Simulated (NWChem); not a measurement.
# CH$_{8}$GeSi; SMILES [SiH2]([GeH3])C

```xyz
11

Si     0.6009    -1.1272    -0.0971
C     -0.8593    -2.3018     0.1070
Ge    -0.0902     1.1550    -0.0245
H      1.2872    -1.3739    -1.4053
H      1.6056    -1.3536     0.9903
H     -0.5211    -3.3489     0.0712
H     -1.3631    -2.1372     1.0715
H     -1.5977    -2.1527    -0.6954
H      1.1086     2.1078    -0.1927
H     -0.7721     1.4807     1.3196
H     -1.1014     1.4596    -1.1480
```
Atoms are numbered in this order, from 1.

All runs: NWChem. Pople sets run with spherical d functions. Structure relaxed at the PBE0/def2-SVP level. GIAO values for the isolated, static molecule; σ is the absolute isotropic shielding, δ = σ(reference) − σ with the isolated reference molecule computed at the same levels (13C: tetramethylsilane, 1H: tetramethylsilane, 29Si: tetramethylsilane).

```json
[
 {"level": "B3LYP/6-311G**", "δ Si1 (ppm)": "-60.3", "δ C2 (ppm)": "-7.5", "σ Ge3 (ppm)": "1640.1", "δ H4 (ppm)": "4.23", "δ H6 (rotor mean) (ppm)": "0.35", "δ H9 (rotor mean) (ppm)": "3.70"},
 {"level": "LDA (Slater exchange, VWN5)/pcSseg-1", "δ Si1 (ppm)": "-69.9", "δ C2 (ppm)": "-9.8", "σ Ge3 (ppm)": "1619.4", "δ H4 (ppm)": "4.41", "δ H6 (rotor mean) (ppm)": "0.34", "δ H9 (rotor mean) (ppm)": "3.70"},
 {"level": "B3LYP/6-31G*", "δ Si1 (ppm)": "-41.5", "δ C2 (ppm)": "-6.5", "σ Ge3 (ppm)": "1795.5", "δ H4 (ppm)": "4.11", "δ H6 (rotor mean) (ppm)": "0.24", "δ H9 (rotor mean) (ppm)": "3.53"}
]
```
